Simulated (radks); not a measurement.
Results of a calculation; reference values are marked as such.
Task: The mean radii <r> (bohr) of the occupied orbitals of an atom or ion are listed with their occupations. Level of theory: Dirac Kohn-Sham, BLYP, spin-unpolarised, spherical densities, finite nucleus; Fermi nuclear charge, rms radius of each element as measured or else 0.836 A^(1/3) + 0.57 fm (a radial shooting solver on a logarithmic mesh with Libxc functionals).

| orbital | occ. | <r> |
|---|---|---|
| 1s1/2 | 2 | 0.03916 |
| 2s1/2 | 2 | 0.1718 |
| 2p1/2 | 2 | 0.1471 |
| 2p3/2 | 4 | 0.1513 |
| 3s1/2 | 2 | 0.4690 |
| 3p1/2 | 2 | 0.4617 |
| 3p3/2 | 4 | 0.4701 |
| 3d3/2 | 2.4 | 0.4392 |
| 3d5/2 | 3.6 | 0.4418 |

Name the element and its charge. Open shells, if any, are shared by 2j + 1.

Result: Z = 38, strontium, charge +14: Sr14+ in [Ar] 3d6. The 1s radius gives Z: for a bare nucleus <r> = (2 gamma + 1)/(2Z) with gamma = sqrt(1 - (Z/c)^2), 0.03844 bohr for Z = 38, and screening makes it slightly larger (0.03916 here). The occupations add up to 24, and the charge is Z minus that.
